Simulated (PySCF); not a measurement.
A calculated (r2SCAN, PySCF 2.14, x2c-TZVPPall, scalar relativity by spin-free X2C-1e) atom or ion has these occupied shells.

```
shell  electrons  orbital energy (eV)  rms radius, mean of both spins (bohr)
 1s α          1              -310.97                                  0.313
 1s β          1              -309.58                                  0.313
 2p α          2              -33.277                                   1.45
```

Task: Name the element and its charge.

Result: C²⁺ (carbon, charge +2), in [He] 2p2, high-spin 3P determinant (an excited configuration).
